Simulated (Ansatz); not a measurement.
`OC[SiH2][SeH]` + `C#C` → `C#C[SiH2]CO` + H₂Se  (formal exchange of groups at the Si–Se bond)

Isolated molecules relaxed with PBE0-D4/def2-TZVP in Ansatz; ΔE leaves out vibrations. CCSD(T)/CBS is the MP2 limit (def2-TZVPP, def2-QZVPP) plus CCSD(T) − MP2 in def2-TZVPP, frozen cores. This one scheme is used for every species. For Se outer-core shells are correlated without core-valence functions, which leaves a few kJ/mol of doubt a bond. Scalar relativity is left out up to krypton. One conformer a species, not always the lowest.

```tsv
species	HF/def2-QZVPP energy (Eh)
`OC[SiH2][SeH]`	-2805.13719
`C#C`	-76.85571
`C#C[SiH2]CO`	-480.93286
H₂Se	-2401.05204
```

Task: Work out ΔE.

Result: ΔE = (-480.93286) + (-2401.05204) − (-2805.13719) − (-76.85571) = 0.00800 Eh = +21.0 kJ/mol. CCSD(T)/CBS gives +22.7 kJ/mol.

Largest T1 diagnostic among the species: 0.013.

From BLYP to BHLYP (50 % exact exchange), in def2-TZVPP and without D4, ΔE moves by +4.9 kJ/mol. At CCSD(T), def2-SVP lies −11.0 kJ/mol from the extrapolated value and def2-TZVPP −5.0 kJ/mol. Leaving LDA and LC-ωPBE aside and taking each functional with its dispersion term where it has one, the values, not all of them listed here, spread over 9.7 kJ/mol, from B97M-V to PBE-QIDH.
